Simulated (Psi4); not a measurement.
Psi4 input (wB97X-D/6-311+G**):

```
memory 1500 MB

molecule {
1 1
B     0.77817726   -0.09474492   -0.01515003
N    -0.52344474    0.06373063    0.01019074
H     1.93787378   -0.23594071   -0.03772771
H    -0.97808876    0.97067254    0.12878220
H    -1.18655813   -0.70712167   -0.08663953
symmetry c1
no_reorient
no_com
}

set {
  basis 6-311+G**
  reference rks
  scf_type pk
  dft_radial_points 99
  dft_spherical_points 590
  e_convergence 1e-8
  d_convergence 1e-7
  maxiter 150
}

e = energy('wb97x-d')
print_out(f'\nFINAL {e:.10f} DIPOLE {variable("CURRENT DIPOLE")[0]:.6f} {variable("CURRENT DIPOLE")[1]:.6f} {variable("CURRENT DIPOLE")[2]:.6f}\n')
```

Output:

```
   => Loading Basis Set <=

    Name: 6-311+G**
    Role: ORBITAL
    Keyword: BASIS
    atoms 1   entry B          line   108 file 6-311pgss.gbs
    atoms 2   entry N          line   150 file 6-311pgss.gbs
    atoms 3-5 entry H          line    42 file 6-311pgss.gbs

   => WB97X-D: Empirical Dispersion <=

    Chai and Head-Gordon Dispersion Correction
    Chai, J.-D.; Head-Gordon, M. (2010), J. Chem. Phys., 132: 6615-6620

        s6 =       1.000000

         ---------------------------------------------------------
                                   SCF
               by Justin Turney, Rob Parrish, Andy Simmonett
                          and Daniel G. A. Smith
                              RKS Reference
         ---------------------------------------------------------

  ==> Geometry <==

    Molecular point group: c1
    Full point group: C1

    Geometry (in Angstrom), charge = 1, multiplicity = 1:

       Center              X                  Y                   Z               Mass
    ------------   -----------------  -----------------  -----------------  -----------------
         B            0.778177260000    -0.094744920000    -0.015150030000    11.009305360000
         N           -0.523444740000     0.063730630000     0.010190740000    14.003074004430
         H            1.937873780000    -0.235940710000    -0.037727710000     1.007825032230
         H           -0.978088760000     0.970672540000     0.128782200000     1.007825032230
         H           -1.186558130000    -0.707121670000    -0.086639530000     1.007825032230

  Running in c1 symmetry.

  Rotational constants: A =     11.51639  B =      0.99734  C =      0.91785 [cm^-1]
  Rotational constants: A = 345252.58232  B =  29899.49227  C =  27516.51294 [MHz]
  Nuclear repulsion =   28.348733944894644

  Charge       = 1
  Multiplicity = 1
  Electrons    = 14
  Nalpha       = 7
  Nbeta        = 7

  ==> Algorithm <==

  SCF Algorithm Type is PK.
  DIIS enabled.
  MOM disabled.
  Fractional occupation disabled.
  Guess Type is SAD.
  Energy threshold   = 1.00e-08
  Density threshold  = 1.00e-07
  Integral threshold = 1.00e-12

  ==> Primary Basis <==

  Basis Set: 6-311+G**
    Blend: 6-311+G**
    Number of shells: 32
    Number of basis functions: 62
    Number of Cartesian functions: 64
    Spherical Harmonics?: true
    Max angular momentum: 2

  ==> DFT Potential <==

   => LibXC <=

    Version 7.1.2
    S. Lehtola, C. Steigemann, M. J. T. Oliveira, and M. A. L. Marques,  SoftwareX 7, 1–5 (2018) (10.1016/j.softx.2017.11.002)

   => Composite Functional: WB97X-D <=

    wB97X-D Hyb-GGA Exchange-Correlation Functional

    J.-D. Chai and M. Head-Gordon,  Phys. Chem. Chem. Phys. 10, 6615–6620 (2008) (10.1039/B810189B)

    Deriv               =              1
    GGA                 =           TRUE
    Meta                =          FALSE

    Exchange Hybrid     =           TRUE
    MP2 Hybrid          =          FALSE

   => Exchange-Correlation Functionals <=

    1.0000   wB97X-D range-separated functional

   => Exact (HF) Exchange <=

    0.7780            HF,LR [omega = 0.2000]
    0.2220               HF

   => LibXC Density Thresholds  <==

    XC_HYB_GGA_XC_WB97X_D:  1.00E-14

   => Molecular Quadrature <=

    Radial Scheme          =       TREUTLER
    Pruning Scheme         =           NONE
    Nuclear Scheme         =       TREUTLER

    Blocking Scheme        =         OCTREE
    BS radius alpha        =              1
    Pruning alpha          =              1
    Radial Points          =             99
    Spherical Points       =            590
    Total Points           =         282782
    Total Blocks           =           2089
    Max Points             =            256
    Max Functions          =             62
    Weights Tolerance      =       1.00E-15

  ==> Integral Setup <==

  Using in-core PK algorithm.
   Calculation information:
      Number of atoms:                   5
      Number of AO shells:              32
      Number of primitives:             56
      Number of atomic orbitals:        64
      Number of basis functions:        62

      Integral cutoff                 1.00e-12
      Number of threads:                 1

  Performing in-core PK
  Using 5724243 doubles for integral storage.
  We computed 139442 shell quartets total.
  Whereas there are 139656 unique shell quartets.

  Computing range-separated integrals for PK
  We computed 139442 wK shell quartets total.
  Whereas there are 139656 wK unique shell quartets.

  ==> DiskJK: Disk-Based J/K Matrices <==

    J tasked:                  Yes
    K tasked:                  Yes
    wK tasked:                 Yes
    Omega:               2.000E-01
    Schwarz Cutoff:          1E-12


  Cached 100.0% of DFT collocation blocks in 0.470 [GiB].

  Minimum eigenvalue in the overlap matrix is 1.2715493738E-03.
  Reciprocal condition number of the overlap matrix is 1.8979173793E-04.
    Using symmetric orthogonalization.

  ==> Pre-Iterations <==

  SCF Guess: Superposition of Atomic Densities via on-the-fly atomic UHF (no occupation information).

   -------------------------
    Irrep   Nso     Nmo
   -------------------------
     A         62      62
   -------------------------
    Total      62      62
   -------------------------

  ==> Iterations <==

                        Total Energy        Delta E     RMS |[F,P]|

   @RKS iter SAD:   -80.68023066529253   -8.06802e+01   0.00000e+00
   @RKS iter   1:   -80.97090590815235   -2.90675e-01   9.61932e-03 DIIS/ADIIS
   @RKS iter   2:   -80.96656209983176    4.34381e-03   9.46788e-03 DIIS/ADIIS
   @RKS iter   3:   -81.10480051339154   -1.38238e-01   7.14878e-04 DIIS/ADIIS
   @RKS iter   4:   -81.10584409802384   -1.04358e-03   1.52208e-04 DIIS/ADIIS
   @RKS iter   5:   -81.10590557656589   -6.14785e-05   3.31024e-05 DIIS
   @RKS iter   6:   -81.10590939129646   -3.81473e-06   5.49562e-06 DIIS
   @RKS iter   7:   -81.10590961396493   -2.22668e-07   1.17089e-06 DIIS
   @RKS iter   8:   -81.10590962086334   -6.89842e-09   1.69150e-07 DIIS
   @RKS iter   9:   -81.10590962099465   -1.31308e-10   2.35267e-08 DIIS
  Energy and wave function converged.

  ==> Post-Iterations <==

   Electrons on quadrature grid:
      Ntotal   =   14.0000000005 ; deviation = 5.130e-10

    Orbital Energies [Eh]
    ---------------------

    Doubly Occupied:

       1A    -14.732794     2A     -7.221045     3A     -1.279571
       4A     -0.914401     5A     -0.886118     6A     -0.810546
       7A     -0.693824

    Virtual:

       8A     -0.248203     9A     -0.190774    10A     -0.135645
      11A     -0.078966    12A     -0.076824    13A     -0.058220
      14A     -0.046416    15A      0.003050    16A      0.009239
      17A      0.021489    18A      0.038177    19A      0.071589
      20A      0.096085    21A      0.195576    22A      0.214356
      23A      0.236429    24A      0.256464    25A      0.384720
      26A      0.426659    27A      0.428470    28A      0.477741
      29A      0.567362    30A      0.609660    31A      0.625317
      32A      0.628644    33A      0.663172    34A      0.670884
      35A      0.899685    36A      0.922499    37A      1.013275
      38A      1.354030    39A      1.386534    40A      1.403694
      41A      1.540591    42A      1.587191    43A      1.620787
      44A      1.668633    45A      1.677970    46A      1.767636
      47A      1.926595    48A      1.944575    49A      2.213177
      50A      2.273775    51A      2.350713    52A      2.461157
      53A      2.527326    54A      2.539920    55A      2.753642
      56A      2.822088    57A      2.973652    58A      3.663256
      59A      4.525079    60A      4.547923    61A     14.916036
      62A     35.461064

    Final Occupation by Irrep:
              A
    DOCC [     7 ]
    NA   [     7 ]
    NB   [     7 ]

  @RKS Final Energy:   -81.10590962099465

   => Energetics <=

    Nuclear Repulsion Energy =             28.3487339448946436
    One-Electron Energy =                -160.3327409593136395
    Two-Electron Energy =                  58.9707643429246815
    DFT Exchange-Correlation Energy =      -8.0922569979624175
    Empirical Dispersion Energy =          -0.0004099515379014
    VV10 Nonlocal Energy =                  0.0000000000000000
    Total Energy =                        -81.1059096209946517

Computation Completed

Properties will be evaluated at   0.000000,   0.000000,   0.000000 [a0]

Properties computed using the SCF density matrix

 Multipole Moments:

 ------------------------------------------------------------------------------------
     Multipole            Electronic (a.u.)      Nuclear  (a.u.)        Total (a.u.)
 ------------------------------------------------------------------------------------

 L = 1.  Multiply by 2.5417464519 to convert [e a0] to [Debye]
 Dipole X            :          0.1955654            0.0000000            0.1955655
 Dipole Y            :         -0.0238105           -0.0000001           -0.0238106
 Dipole Z            :         -0.0038074           -0.0000000           -0.0038074
 Magnitude           :                                                    0.1970464

 ------------------------------------------------------------------------------------

FINAL -81.1059096210 DIPOLE 0.195565 -0.023811 -0.003807

*** Psi4 exiting successfully. Buy a developer a beer!
```

The dipole moment of an ion depends on the origin.
